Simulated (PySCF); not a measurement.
# Excited states of P¹¹⁺ (phosphorus, charge +11)

Ground state [He] 2s2, ¹S. All numbers are calculated (PySCF 2.14, the spin-free X2C one-electron Hamiltonian (Gaussian nucleus), in an even-tempered Gaussian basis (19 s from 0.256 bohr⁻², ratio 2.5; 10 p from 0.343 bohr⁻², ratio 2.7; 9 d from 0.141 bohr⁻², ratio 2.7; 5 f from 11 bohr⁻², ratio 2.7)). Vertical excitation energies in eV without spin-orbit coupling; excited terms of each kind are numbered among those the solver found. Frozen: nothing.

```tsv
term	leading excitation	EOM-EE-CCSD
1 3P°	2s → p	23.742
1 1P°	2s → p	44.646
```

Only the lower part of the computed list is shown. Doubly excited terms such as np² are absent. The solver can miss terms. The 12 highest virtual orbitals were dropped.
